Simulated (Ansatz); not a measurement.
In(OH)3 (InO₃H₃), 7 atoms. Hardware: 2 threads of Arm Neoverse V2 on a shared host.

In the def2 sets In takes a core potential; there is no spin–orbit coupling. Correlated methods freeze 7 core orbitals; core or outer-core shells of In are correlated, in sets that lack core-valence functions.

(1) How many basis functions does each of these Ansatz runs have, and roughly what does it cost? r2SCAN-D4/def2-SVP, charge 0 singlet, relaxation, 4 steps; B2PLYP/def2-TZVP, charge 0 singlet, energy and forces, from earlier orbitals; PBE0-D4/def2-SVP, charge 1 doublet at the geometry of the charge 0 singlet, energy with a search over starts; CCSD(T)/def2-TZVPP, charge 0 singlet, energy, from earlier orbitals; PBE0-D4/def2-TZVP, charge 0 singlet, energy, from earlier orbitals; PBE0-D4/def2-SVP, charge 0 singlet, energy, from earlier orbitals; PBE0-D4/def2-TZVP, charge 1 doublet at the geometry of the charge 0 singlet, energy, from earlier orbitals; PBE0-D4/def2-SVP, charge -1 doublet at the geometry of the charge 0 singlet, energy with a search over starts; BHLYP-D4/def2-TZVP, charge 0 singlet, energy, from earlier orbitals; r2SCAN-D4/def2-TZVPD, charge 0 singlet, energy, from earlier orbitals; PBE-D4/def2-SVP, charge 0 singlet, energy, from earlier orbitals; PBE0-D4/def2-SVP, charge 0 singlet, energy with a search over starts.

## Answers

(1) Other jobs shared the machine, so times can vary by a factor of up to 3. A dash marks memory too small to be measured apart from the calling script's.

| run | functions | fitting or Cholesky vectors | wall time | peak host memory (GiB) |
| --- | --- | --- | --- | --- |
| PBE-D4/def2-SVP, charge 0 singlet, energy, from earlier orbitals | 83 | 919 | 0.8 s | – |
| PBE0-D4/def2-SVP, charge 0 singlet, energy, from earlier orbitals | 83 | 882 | 1.2 s | – |
| PBE0-D4/def2-SVP, charge 0 singlet, energy with a search over starts | 83 | 882 | 1.4 s | – |
| PBE0-D4/def2-TZVP, charge 0 singlet, energy, from earlier orbitals | 161 | 1066 | 2.5 s | – |
| PBE0-D4/def2-SVP, charge -1 doublet at the geometry of the charge 0 singlet, energy with a search over starts | 83 | 882 | 2.5 s | – |
| BHLYP-D4/def2-TZVP, charge 0 singlet, energy, from earlier orbitals | 161 | 1188 | 2.8 s | – |
| r2SCAN-D4/def2-TZVPD, charge 0 singlet, energy, from earlier orbitals | 203 | 1136 | 4.7 s | – |
| B2PLYP/def2-TZVP, charge 0 singlet, energy and forces, from earlier orbitals | 161 | 1247 | 11 s | – |
| r2SCAN-D4/def2-SVP, charge 0 singlet, relaxation, 4 steps | 83 | 919 | 11 s | – |
| PBE0-D4/def2-TZVP, charge 1 doublet at the geometry of the charge 0 singlet, energy, from earlier orbitals | 161 | 1066 | 11 s | 0.6 |
| PBE0-D4/def2-SVP, charge 1 doublet at the geometry of the charge 0 singlet, energy with a search over starts | 83 | 882 | 15 s | – |
| CCSD(T)/def2-TZVPP, charge 0 singlet, energy, from earlier orbitals | 185 | 1331 | 1.8 min | 2.3 |
